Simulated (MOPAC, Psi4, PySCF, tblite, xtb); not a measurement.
Dimer H3ClSi ··· Li+ (SMILES [SiH3]Cl and [Li+]) (charge +1) at R = 3.10 Å between the centres of mass, closest contact 2.11 Å (lowest of the rigid-body minima from ten starts at GFN2-xTB). Geometry in Å and degrees:

```
Si
H 1 1.4758
H 1 1.4758 2 110.44
H 1 1.4758 2 110.44 3 -122.46
Cl 1 2.0663 2 108.48 4 -118.77
Li 5 2.1101 3 152.31 1 178.15
```

Methods: GFN2-xTB (tblite); SAPT0/jun-cc-pVDZ, all electrons correlated (Psi4); revPBE/def2-TZVP, counterpoise-corrected (Psi4); revPBE-D3(BJ)/def2-TZVP, counterpoise-corrected (Psi4); PBE/def2-TZVP, counterpoise-corrected (Psi4); PBE-D3(BJ)/def2-TZVP, counterpoise-corrected (Psi4); wB97X-V/def2-TZVP, counterpoise-corrected (Psi4); HF/aug-cc-pVTZ, counterpoise-corrected (Psi4); MP2/aug-cc-pVTZ = DF-MP2/aug-cc-pVTZ, all electrons correlated, counterpoise-corrected (Psi4); SCS-MP2/aug-cc-pVTZ = Psi4 with DF-SCS-MP2/aug-cc-pVTZ, all electrons correlated, counterpoise-corrected; PM3, restricted, heats of formation (MOPAC); PM6, restricted, heats of formation (MOPAC); GFN1-xTB (xtb); RKS-B3LYP/6-31G* = restricted B3LYP/6-31G*, spherical d, no counterpoise correction run with PySCF; RKS-LDA (SVWN5)/6-31G* = PySCF 2.14.0 with restricted LDA (SVWN5)/6-31G*, spherical d, no counterpoise correction; RKS-B3LYP/6-311+G** = restricted B3LYP/6-311+G**, spherical d, no counterpoise correction in PySCF; RKS-B3LYP/3-21G = restricted B3LYP/3-21G, no counterpoise correction (PySCF).

What interaction energy does each level give?


```json
[
 {"method": "GFN1-xTB", "E_int / kcal/mol": "-44.48"},
 {"method": "PM3", "E_int / kcal/mol": "-43.15"},
 {"method": "GFN2-xTB", "E_int / kcal/mol": "-43.08"},
 {"method": "RKS-B3LYP/3-21G", "E_int / kcal/mol": "-25.25"},
 {"method": "RKS-LDA (SVWN5)/6-31G*", "E_int / kcal/mol": "-18.24"},
 {"method": "RKS-B3LYP/6-311+G**", "E_int / kcal/mol": "-18.03"},
 {"method": "RKS-B3LYP/6-31G*", "E_int / kcal/mol": "-17.05"},
 {"method": "PBE-D3(BJ)/def2-TZVP", "E_int / kcal/mol": "-16.66"},
 {"method": "revPBE-D3(BJ)/def2-TZVP", "E_int / kcal/mol": "-16.44"},
 {"method": "PBE/def2-TZVP", "E_int / kcal/mol": "-15.93"},
 {"method": "HF/aug-cc-pVTZ", "E_int / kcal/mol": "-15.75"},
 {"method": "wB97X-V/def2-TZVP", "E_int / kcal/mol": "-15.48"},
 {"method": "MP2/aug-cc-pVTZ", "E_int / kcal/mol": "-15.36"},
 {"method": "SCS-MP2/aug-cc-pVTZ", "E_int / kcal/mol": "-15.26"},
 {"method": "revPBE/def2-TZVP", "E_int / kcal/mol": "-14.85"},
 {"method": "SAPT0/jun-cc-pVDZ", "E_int / kcal/mol": "-13.73"},
 {"method": "PM6", "E_int / kcal/mol": "-7.62"}
]
```
